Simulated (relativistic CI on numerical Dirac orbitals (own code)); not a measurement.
## Kr⁺: calculation against measurement

Computed by Dirac-Coulomb-Breit CI, separate exchange-only KLI orbitals for each configuration, model QED (radiative potential, 1s self-energy scaled to tabulated hydrogen-like ionisation energies), valence Slater integrals scaled by 0.85, P86 correlation estimate, and configurations built on the next ion tied to the tabulated ionisation energy (semi-empirical) (own radial code, finite nucleus).

Configurations in the expansion (outside the closed core [Ar] 3d10): 4s2 4p5, 4s 4p6, 4s2 4p4 5s, 4s2 4p4 4d, 4s2 4p4 5p, 4s2 4p4 5d, 4s2 4p4 6s, 4s2 4p4 4f, 4s2 4p4 5f, 4s2 4p3 4d2, 4s 4p5 4d, 4s2 4p4 6p, 4s2 4p4 6d, 4s2 4p4 5g, 4s2 4p4 6f. Levels of other configurations are missing.

| Configuration | Term (tabulated) | J | Measured (cm⁻¹) | Computed | Error | Purity (%) |
| --- | --- | --- | --- | --- | --- | --- |
| 4s2 4p5 | 2P° | 3/2 | 0.0 | 0 | 0 | 98 |
| 4s2 4p5 | 2P° | 1/2 | 5370.1 | 5298 | -72 | 98 |
| 4s2 4p4 5s | 4P | 5/2 | 112828.3 | 114894 | 2066 | 95 |
| 4s2 4p4 5s | 4P | 3/2 | 115092.0 | 117244 | 2152 | 61 |
| 4s2 4p4 5s | 4P | 1/2 | 117603.0 | 119802 | 2199 | 90 |
| 4s2 4p4 5s | 2P | 3/2 | 118474.4 | 120715 | 2241 | 61 |
| 4s2 4p4 4d | 4D | 7/2 | 120209.9 | 121641 | 1431 | 93 |
| 4s2 4p4 4d | 4D | 5/2 | 120426.9 | 121921 | 1494 | 91 |
| 4s2 4p4 4d | 4D | 3/2 | 121000.4 | 122547 | 1546 | 90 |
| 4s2 4p4 5s | 2P | 1/2 | 121002.1 | 123734 | 2731 | 65 |
| 4s2 4p4 4d | 4D | 1/2 | 121779.5 | 122993 | 1213 | 59 |
| 4s2 4p4 4d | 4F | 9/2 | 126000.8 | 127353 | 1352 | 95 |
| 4s2 4p4 5s | 2D | 3/2 | 127597.5 | 129987 | 2390 | 70 |
| 4s2 4p4 5s | 2D | 5/2 | 127861.5 | 130400 | 2538 | 84 |
| 4s2 4p4 4d | 4F | 7/2 | 127929.5 | 129473 | 1544 | 83 |
| 4s2 4p4 4d | 4F | 5/2 | 129697.2 | 131196 | 1498 | 94 |
| 4s2 4p4 4d | 4F | 3/2 | 130512.7 | 132036 | 1523 | 97 |
| 4s2 4p4 5p | 4P° | 5/2 | 133923.9 | 134893 | 969 | 82 |
| 4s2 4p4 5p | 4P° | 3/2 | 134286.7 | 135314 | 1028 | 71 |
| 4s2 4p4 5p | 4P° | 1/2 | 135781.3 | 136846 | 1064 | 58 |
| 4s2 4p4 5p | 4D° † | 7/2 | 135781.4 | 136573 | 792 | 96 |
| 4s2 4p4 5p | 4D° † | 5/2 | 136069.2 | 140986 | 4917 | 58 |
| 4s2 4p4 5p | 4D° † | 3/2 | 138379.6 | 141122 | 2743 | 64 |
| 4s2 4p4 5p | 2D° | 5/2 | 140117.2 | 137000 | -3118 | 67 |
| 4s2 4p4 5p | 4D° † | 1/2 | 140161.5 | 141078 | 916 | 94 |

Measured levels from NIST Handbook of Basic Atomic Spectroscopic Data (Sansonetti and Martin, J. Phys. Chem. Ref. Data 34, 1559 (2005)); pairs were made by configuration, J and term (by order where the table uses no LS term), so strongly mixed levels may be paired wrongly.

Mean error by configuration (cm⁻¹): 4s2 4p5 -72; 4s2 4p4 5s 2331; 4s2 4p4 4d 1450; 4s2 4p4 5p -14. Over the excited levels the mean absolute error is 1709 cm⁻¹ (24 of the 28 excited levels that our extract of the source holds in range could be paired, and the others can miss by more), and the median relative error of those above 1,000 cm⁻¹ is 1.3 %. † marks terms whose computed intervals miss the measured ones by more than a factor of 2.5, or configurations far off the rest, from wrong mixing, a near crossing or a doubtful label or measurement; they are left out of the means.

Transition probabilities of persistent lines. The last column rescales the computed rate by the cube of measured over computed energy:

```
λ measured (Å)              Lower               Upper  A tabulated (s⁻¹)  A computed  A rescaled
   4355.48 air  4s2 4p4 5s 4P_5/2  4s2 4p4 5p 4D°_7/2           1.00e+08    1.31e+08    1.55e+08
   4658.88 air  4s2 4p4 5s 4P_5/2  4s2 4p4 5p 4P°_3/2           6.50e+07    8.70e+07    1.01e+08
   4739.00 air  4s2 4p4 5s 4P_5/2  4s2 4p4 5p 4P°_5/2           7.60e+07    1.16e+08    1.36e+08
   4765.74 air  4s2 4p4 5s 4P_3/2  4s2 4p4 5p 4D°_5/2           6.70e+07    1.91e+07    1.32e+07
   4832.08 air  4s2 4p4 5s 4P_3/2  4s2 4p4 5p 4P°_1/2           7.30e+07    1.05e+08    1.24e+08
```
